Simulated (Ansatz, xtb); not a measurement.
**Two conformers of AlBH4OSe**

We compare X, `B[O][AlH][SeH]`, a singlet, with Y, `B[O][AlH][SeH]`, a singlet. Both are isolated molecules in the gas phase, relaxed with B3LYP-D3(BJ)/def2-SVP.

X (Å):

```xyz
8

Al   -0.1625    1.9712   -0.5125
B    -3.1385    1.7935    0.0980
O    -1.8309    1.8685   -0.1809
Se    1.1903    2.6293    1.2452
H    -3.8422    2.7691   -0.0632
H    -3.6045    0.7506    0.5084
H     0.3608    1.6266   -1.9503
H     2.3933    2.5296    0.3936
```

Y (Å):

```yaml
atoms:
  - { symbol: Al, position_ang: [-0.4131, 3.0917, 0.3384] }
  - { symbol: B, position_ang: [-1.4405, 0.2313, 0.1613] }
  - { symbol: O, position_ang: [-0.9881, 1.4892, 0.2401] }
  - { symbol: Se, position_ang: [-1.1623, 4.6381, -1.2123] }
  - { symbol: H, position_ang: [-0.8400, -0.5802, -0.5125] }
  - { symbol: H, position_ang: [-2.4477, -0.0818, 0.7620] }
  - { symbol: H, position_ang: [-2.0083, 3.6329, -1.8867] }
  - { symbol: H, position_ang: [0.6023, 3.4814, 1.4673] }
```

Task: Which of the two would you expect CCSD(T)/def2-SVP + ΔMP2/def2-TZVPP electronic energies to favour?

Result: Too close to call at this level: CCSD(T)/def2-SVP + ΔMP2/def2-TZVPP gives E(Y) − E(X) = +0.011 eV.

Level by level:

```
                             level               geometry  E(Y) − E(X) (eV)  departure from the last row (eV)  job, with rough time for the two
             B3LYP-D3(BJ)/def2-SVP  B3LYP-D3(BJ)/def2-SVP              +0.006                            −0.005                optimisation, 40 s
                       HF/def2-SVP  B3LYP-D3(BJ)/def2-SVP              +0.005                            −0.006           part of the CCSD(T) run
                      MP2/def2-SVP  B3LYP-D3(BJ)/def2-SVP              +0.005                            −0.006           part of the CCSD(T) run
                  CCSD(T)/def2-SVP  B3LYP-D3(BJ)/def2-SVP              +0.004                            −0.006                      single point
CCSD(T)/def2-SVP + ΔMP2/def2-TZVPP  B3LYP-D3(BJ)/def2-SVP              +0.011                                                  single point, 26 s
```

The largest departure from CCSD(T)/def2-SVP + ΔMP2/def2-TZVPP is that of CCSD(T)/def2-SVP, 0.006 eV. Levels run at GFN2-xTB geometries aren't shown. The last row adds to CCSD(T) the change of the MP2 difference between the two basis sets, here +0.006 eV.

With harmonic frequencies from B3LYP-D3(BJ)/def2-SVP (ideal gas, rigid rotor, one conformer each, 600 K, 1 atm): the zero-point term adds −0.001 eV; ΔH is +0.011 and ΔG +0.009 eV.

The correlated steps freeze 16 core orbitals; the filled d shell of Se is correlated, in a basis made for valence electrons. Codes used: Ansatz 0.2.0; the last row on 2 threads of Arm Neoverse V1 on a shared host.
